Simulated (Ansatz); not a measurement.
Reaction (SMILES): OBO [boronic acid] → [O]BO + H atom (the H-O bond at the site shown breaks; other sites are not compared here)
Structures are relaxed separately at B3LYP-D3(BJ)/def2-TZVP in Ansatz (a program for electronic structure), one conformer each, not searched for the lowest. Frequencies are from Ansatz.

Property: bond dissociation energy (0 K, with B3LYP-D3(BJ) harmonic zero-point energies), in kcal/mol. Valence correlation only, unless marked. UHF or UKS for open shells. Spin-orbit coupling is left out. No relativistic terms. CBS(X,Y): correlation extrapolated as X^-3; Hartree-Fock from the larger set.

```json
[
 {"level": "SVWN5/def2-TZVPD", "program": "Ansatz", "bond dissociation energy (kcal/mol)": "120.2"},
 {"level": "PBE/def2-TZVPD", "program": "Ansatz", "bond dissociation energy (kcal/mol)": "(withheld)"},
 {"level": "BHLYP-D3(BJ)/def2-TZVPD", "program": "Ansatz + dftd3", "bond dissociation energy (kcal/mol)": "(withheld)"},
 {"level": "r2SCANh/def2-TZVPD", "program": "Ansatz", "bond dissociation energy (kcal/mol)": "105.7"},
 {"level": "CAM-B3LYP-D3(BJ)/def2-TZVPD", "program": "Ansatz + dftd3", "bond dissociation energy (kcal/mol)": "(withheld)"},
 {"level": "LC-wPBE-D4/def2-TZVPD", "program": "Ansatz + dftd4", "bond dissociation energy (kcal/mol)": "108.7"},
 {"level": "wB97M-V/def2-TZVPD", "program": "Ansatz", "bond dissociation energy (kcal/mol)": "(withheld)"},
 {"level": "B2PLYP-D3(BJ)/def2-TZVPD", "program": "Ansatz + dftd3", "bond dissociation energy (kcal/mol)": "109.5"},
 {"level": "B2PLYP-D4/def2-TZVPD", "program": "Ansatz + dftd4", "bond dissociation energy (kcal/mol)": "109.5"},
 {"level": "B2PLYP/def2-TZVPD", "program": "Ansatz", "bond dissociation energy (kcal/mol)": "109.4"},
 {"level": "SCS-MP2/STO-3G", "program": "Ansatz", "bond dissociation energy (kcal/mol)": "93.5"},
 {"level": "SCS-MP2/aug-cc-pVDZ", "program": "Ansatz", "bond dissociation energy (kcal/mol)": "111.9"},
 {"level": "SCS-MP2/cc-pVQZ", "program": "Ansatz", "bond dissociation energy (kcal/mol)": "117.5"},
 {"level": "CCSD/6-31G*", "program": "Ansatz", "bond dissociation energy (kcal/mol)": "97.6"},
 {"level": "CCSD(T)/CBS(cc-pVTZ,cc-pVQZ)", "program": "Ansatz", "bond dissociation energy (kcal/mol)": "113.7"}
]
```

Some entries are withheld; supply them.


- PBE/def2-TZVPD, bond dissociation energy (kcal/mol): 105.3
- BHLYP-D3(BJ)/def2-TZVPD, bond dissociation energy (kcal/mol): 105.8
- CAM-B3LYP-D3(BJ)/def2-TZVPD, bond dissociation energy (kcal/mol): 109.3
- wB97M-V/def2-TZVPD, bond dissociation energy (kcal/mol): 110.5
